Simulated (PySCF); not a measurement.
CH6O2S2Si, singlet, geometry from GFN2-xTB. Base run: PBE/6-31G, polarisability run with PySCF.

Input for PySCF:
```python
from pyscf import gto, scf, dft
from pyscf.prop import polarizability

mol = gto.M(
    atom='''
C     2.278589    1.094236   -0.007660
O     1.068054    0.949414    0.682995
Si   -0.217214    0.041430    0.328994
O    -1.172503    0.005894    1.621610
S    -1.353031    0.884665   -1.307084
S     0.417764   -1.964761   -0.081191
H     2.702485    0.117909   -0.249347
H     2.962119    1.638290    0.642862
H     2.126356    1.659416   -0.930121
H    -1.422378    0.809620    2.070959
H    -0.408262    0.767043   -2.228672
H    -0.790994   -2.498641   -0.090072
''',
    basis='6-31g',
    charge=0,
    spin=0,
    verbose=4,
)

mf = dft.RKS(mol)
mf.xc = 'pbe'
mf.kernel()
alpha = mf.Polarizability().polarizability()[2, 2]
print('alpha_zz =', alpha)
```

Variants of this job, named by their change:

| change | alpha_zz (bohr³) | basis functions | core-seconds (rough) |
|---|---|---|---|
| base | 62.15 | 78 | 30 |
| functional = lda,vwn | 62.68 | 78 | 20 |
| finite field (a.u.) = 2e-4; conv_tol = 1e-11 | 62.15 | 78 | 30 |
| finite field (a.u.) = 0.001; conv_tol = 1e-6 | 62.16 | 78 | 30 |
| finite field (a.u.) = 0.05; conv_tol = 1e-11 | 63.26 | 78 | 30 |
| basis = STO-3G | 33.57 | 48 | 20 |
| basis = 6-31+G* | 77.87 | 132 | 60 |
| finite field (a.u.) = 0.005; conv_tol = 1e-11 | 62.16 | 78 | 30 |
| finite field (a.u.) = 0.001; conv_tol = 1e-11 | 62.15 | 78 | 30 |
| functional = pbe0 | 59.68 | 78 | 30 |
| basis = cc-pVDZ | 64.40 | 126 | 60 |
| finite field (a.u.) = 0.02; conv_tol = 1e-11 | 62.31 | 78 | 30 |

Finite-field rows take the second difference of the energy in a field along z; a small field with loose convergence shows SCF noise divided by the square of the field, and a large one adds hyperpolarisability.
